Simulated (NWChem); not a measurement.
**Ionisation of Ge (+1)**

```xyz
1

Ge     0.0000     0.0000     0.0000
```
Charge +1, spin multiplicity 2.

All runs are NWChem calculations.

Basis set: def2-TZVPD. −ε marks an orbital energy of the parent.

The Hamiltonian is non-relativistic. B3LYP has NWChem's definition, with VWN1-RPA local correlation. No SCF solution was tested for a lower state.

Problem. One of these methods gave a first vertical ionisation energy of 12.82 eV. Which?
(A) −ε(alpha HOMO) of PBE0
(B) −ε(alpha HOMO) of B3LYP
(C) −ε(alpha HOMO) of PBE
(D) −ε(alpha HOMO) of BLYP

Solution. A, −ε(alpha HOMO) of PBE0. The others give 12.55 (−ε(alpha HOMO) of B3LYP), 11.52 (−ε(alpha HOMO) of BLYP), 11.72 (−ε(alpha HOMO) of PBE).
